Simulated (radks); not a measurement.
Cs II, 54 electrons, occupied as [Xe]. Calculated with a radial shooting solver on a logarithmic mesh with Libxc functionals: non-relativistic Kohn-Sham, exchange-only B88, spin-polarised, spherical densities, point nucleus; relativity is left out, which matters for an element this heavy.

Radial electron density D(r) = 4 pi r^2 rho(r):

r (bohr),D(r) (e/bohr)
0.002836,8.708
0.003753,13.78
0.005006,21.37
0.006623,31.34
0.008763,43.45
0.01169,56.33
0.01546,66.04
0.02063,69.45
0.02729,65.91
0.0364,61.52
0.04816,66.38
0.06372,81.61
0.08499,91.73
0.1125,81.77
0.15,68.17
0.1984,74.15
0.2647,74.87
0.3502,46.72
0.4634,26.80
0.618,30.99
0.8177,26.03
1.091,12.26
1.443,6.854
1.925,5.245
2.547,2.690
3.37,0.7513
4.494,0.09927
5.946,0.005992

D(r) has 4 maxima, at r = 0.0201, 0.0850, 0.235, 0.659 bohr, and minima at 0.0376, 0.157, 0.482 bohr, inside which lie 2.00, 11.37, 28.95 electrons.
